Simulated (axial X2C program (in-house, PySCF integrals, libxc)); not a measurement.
## What spin–orbit coupling does to CrAs

Calculated with an axial X2C code built on PySCF integrals. Spin-free means the one-electron spin-free X2C Hamiltonian; two-component (2c) means X2C with spin–orbit coupling and atomic mean-field two-electron Coulomb and Gaunt terms, so the difference of the two also holds small scalar two-electron terms. Basis: As dyall-cv3z [9s9p6d4f1g], Cr dyall-cv3z [9s10p6d3f2g] (cores contracted in-house); Gaussian nuclei, density fitting, unrestricted open shells. Masses: As 74.922 u, Cr 51.941 u.

Spin-free state: M_S = 7/2, Λ = 0 (beyond evenly filled blocks: σα, 2 × π+α, 2 × π-α, δ+α, δ-α); fragments As + Cr.

| level | Re (Å) | ωe (cm⁻¹) | De (eV) | μ (D) |
| --- | --- | --- | --- | --- |
| PBE0 | 2.543 | 241.1 | 1.128 | 3.97 |
| HF | 2.655 | 208.2 | -0.060 | 6.14 |
| MP2 | 2.530 | 248.9 | 0.784 | n/a |
| PBEsol | 2.510 | 247.4 | 1.437 | 3.04 |

Correlated methods: 11 electrons correlated (number of frozen shells: As 3 s, 2 p, 1 d; Cr 3 s, 2 p), 297 virtual spin orbitals or spinors in MP2.

Dipoles are positive if Cr is the positive end.

Two-component determinant lowest at the distance of the search:

Ω = 7/2 (⟨Sz⟩ = 3.50, ⟨Lz⟩ = 0.00 at HF); fragments As + Cr.

```csv
level,Re (Å),ωe (cm⁻¹),De (eV),μ (D)
PBE0,2.544,240.8,1.117,3.97
HF,2.656,208.2,-0.065,6.16
MP2,2.532,248.3,0.776,n/a
PBEsol,2.510,247.2,1.426,3.04
```

Question: From the two tables, how do the constants change at the MP2 level (2c against spin-free)?

Answer: At the MP2 level Re goes up by 0.002 Å and ωe drops by 0.6 cm⁻¹; De changes by -0.008 eV.

One determinant describes the state; a PBE0 search over occupations chose it and may have missed a lower one. Dissociation energies refer to the lowest single-determinant-based atoms at the same level and basis. Density functionals use the spin component along the axis (collinear). PBE0 can misorder states that lie within some tenths of an eV, so this need not be the ground state of the molecule. The nearest other spin-free determinant of the search, M_S = 5/2, Λ = 2, lies 0.55 eV up at the distance of the search. With several unpaired electrons one determinant need not be a pure state. At some level and bond length an empty orbital lies below a filled one. Some points did not converge and are left out. This is the top spin component of a Σ state; components of lower Ω are not single determinants and can lie lower. The determinant is spin-polarised beyond a pure state at some levels (its spin-free form has ⟨S²⟩ too high), which makes Re and μ there less reliable. The stretched end of a curve changes character and is left out.
